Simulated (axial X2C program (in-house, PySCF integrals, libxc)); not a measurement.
# Outer orbitals of HfN at 1.707 Å, PBE

Computed with an in-house all-electron X2C program for linear molecules (integrals from PySCF). Spin-free means the one-electron spin-free X2C Hamiltonian; two-component (2c) means X2C with spin–orbit coupling and atomic mean-field two-electron Coulomb and Gaunt terms, so the difference of the two also holds small scalar two-electron terms. Basis: Hf dyall-cv3z [13s14p9d7f4g], N dyall-av3z [7s7p3d2f] (cores contracted in-house); Gaussian nuclei, density fitting, unrestricted open shells. Masses: Hf 179.947 u, N 14.003 u.

The distance is close to the 2c PBE0 minimum; the highest filled and lowest empty levels are listed.

Spin-free orbitals, state M_S = 1/2, Λ = 0 (beyond evenly filled blocks: σα) (Löwdin shares):

```tsv
symmetry	occupied	ε (eV)	atomic character
σα	yes	-16.53	78% Hf f, 14% N s, 4% Hf d
φ-α	yes	-16.51	100% Hf f
φ+α	yes	-16.51	100% Hf f
σβ	yes	-16.50	76% Hf f, 16% N s, 4% Hf d
φ-β	yes	-16.49	100% Hf f
φ+β	yes	-16.49	100% Hf f
δ-α	yes	-16.23	100% Hf f
δ+α	yes	-16.23	100% Hf f
δ-β	yes	-16.20	100% Hf f
δ+β	yes	-16.20	100% Hf f
π-α	yes	-16.12	100% Hf f
π+α	yes	-16.12	100% Hf f
π-β	yes	-16.06	100% Hf f
π+β	yes	-16.06	100% Hf f
σβ	yes	-14.73	47% N s, 28% Hf f, 12% Hf d
σα	yes	-14.73	48% N s, 25% Hf f, 13% Hf d
π-α	yes	-5.72	56% N p, 38% Hf d, 2% Hf f
π+α	yes	-5.72	56% N p, 38% Hf d, 2% Hf f
π-β	yes	-5.67	58% N p, 35% Hf d, 2% Hf f
π+β	yes	-5.67	58% N p, 35% Hf d, 2% Hf f
σα	yes	-5.19	47% N p, 28% Hf s, 16% Hf p
σβ	yes	-5.08	59% N p, 19% Hf d, 10% Hf p
σα	yes	-5.03	36% Hf d, 31% Hf s, 20% N p
σβ	no	-4.16	55% Hf s, 19% Hf d, 10% N p
δ-α	no	-3.16	94% Hf d, 3% N d
δ+α	no	-3.16	94% Hf d, 3% N d
δ-β	no	-2.41	94% Hf d, 3% N d
δ+β	no	-2.41	94% Hf d, 3% N d
```

Spinors with spin–orbit coupling (state Ω = 1/2):

```json
{"ω": "1/2", "occupied": "yes", "ε (eV)": "-17.20", "atomic character": "94% Hf f, 4% N s", "λ mixture": "56% σ, 44% π"}
{"ω": "-1/2", "occupied": "yes", "ε (eV)": "-17.19", "atomic character": "94% Hf f, 4% N s", "λ mixture": "53% σ, 47% π"}
{"ω": "-3/2", "occupied": "yes", "ε (eV)": "-17.17", "atomic character": "100% Hf f", "λ mixture": "76% δ, 24% π"}
{"ω": "3/2", "occupied": "yes", "ε (eV)": "-17.16", "atomic character": "100% Hf f", "λ mixture": "74% δ, 26% π"}
{"ω": "7/2", "occupied": "yes", "ε (eV)": "-15.90", "atomic character": "100% Hf f", "λ mixture": "100% φ"}
{"ω": "-1/2", "occupied": "yes", "ε (eV)": "-15.88", "atomic character": "71% Hf f, 19% N s, 5% Hf d", "λ mixture": "53% σ, 47% π"}
{"ω": "-7/2", "occupied": "yes", "ε (eV)": "-15.88", "atomic character": "100% Hf f", "λ mixture": "100% φ"}
{"ω": "1/2", "occupied": "yes", "ε (eV)": "-15.85", "atomic character": "74% Hf f, 17% N s, 4% Hf d", "λ mixture": "50% π, 50% σ"}
{"ω": "5/2", "occupied": "yes", "ε (eV)": "-15.65", "atomic character": "100% Hf f", "λ mixture": "89% δ, 11% φ"}
{"ω": "-5/2", "occupied": "yes", "ε (eV)": "-15.63", "atomic character": "100% Hf f", "λ mixture": "90% δ, 10% φ"}
{"ω": "3/2", "occupied": "yes", "ε (eV)": "-15.53", "atomic character": "100% Hf f", "λ mixture": "74% π, 26% δ"}
{"ω": "-3/2", "occupied": "yes", "ε (eV)": "-15.50", "atomic character": "100% Hf f", "λ mixture": "76% π, 24% δ"}
{"ω": "-1/2", "occupied": "yes", "ε (eV)": "-14.65", "atomic character": "40% N s, 38% Hf f, 10% Hf d", "λ mixture": "93% σ, 7% π"}
{"ω": "1/2", "occupied": "yes", "ε (eV)": "-14.65", "atomic character": "41% N s, 36% Hf f, 11% Hf d", "λ mixture": "94% σ, 6% π"}
{"ω": "-1/2", "occupied": "yes", "ε (eV)": "-5.80", "atomic character": "55% N p, 38% Hf d, 2% Hf f", "λ mixture": "98% π, 2% σ"}
{"ω": "1/2", "occupied": "yes", "ε (eV)": "-5.76", "atomic character": "57% N p, 35% Hf d, 2% Hf f", "λ mixture": "97% π, 3% σ"}
{"ω": "3/2", "occupied": "yes", "ε (eV)": "-5.68", "atomic character": "56% N p, 38% Hf d, 2% Hf f", "λ mixture": "100% π"}
{"ω": "-3/2", "occupied": "yes", "ε (eV)": "-5.64", "atomic character": "58% N p, 35% Hf d, 2% Hf f", "λ mixture": "100% π"}
{"ω": "1/2", "occupied": "yes", "ε (eV)": "-5.19", "atomic character": "47% N p, 27% Hf s, 16% Hf p", "λ mixture": "100% σ"}
{"ω": "-1/2", "occupied": "yes", "ε (eV)": "-5.08", "atomic character": "59% N p, 19% Hf d, 10% Hf p", "λ mixture": "98% σ, 2% π"}
{"ω": "1/2", "occupied": "yes", "ε (eV)": "-5.02", "atomic character": "35% Hf d, 32% Hf s, 21% N p", "λ mixture": "98% σ, 2% π"}
{"ω": "-1/2", "occupied": "no", "ε (eV)": "-4.16", "atomic character": "55% Hf s, 19% Hf d, 10% N p", "λ mixture": "100% σ"}
{"ω": "-3/2", "occupied": "no", "ε (eV)": "-3.33", "atomic character": "94% Hf d, 3% N d", "λ mixture": "100% δ"}
{"ω": "5/2", "occupied": "no", "ε (eV)": "-3.00", "atomic character": "94% Hf d, 3% N d", "λ mixture": "100% δ"}
{"ω": "3/2", "occupied": "no", "ε (eV)": "-2.61", "atomic character": "93% Hf d, 3% N d", "λ mixture": "99% δ, 1% π"}
```

Mulliken charges and populations of the two-component result (they depend on the basis, above all on diffuse functions):

Hf 0.68 e (s 10.95 p 24.14 d 22.21 f 14.02), N -0.68 e (s 3.86 p 3.75 d 0.07 f 0.01). ⟨Lz⟩ = 0.00 ħ and ⟨Sz⟩ = 0.50 ħ (0.53 and -0.04 on the two atoms), which add up to Ω.

Occupations by symmetry block were frozen at the best pattern of an incomplete PBE0 search. Density functionals use the spin component along the axis (collinear).
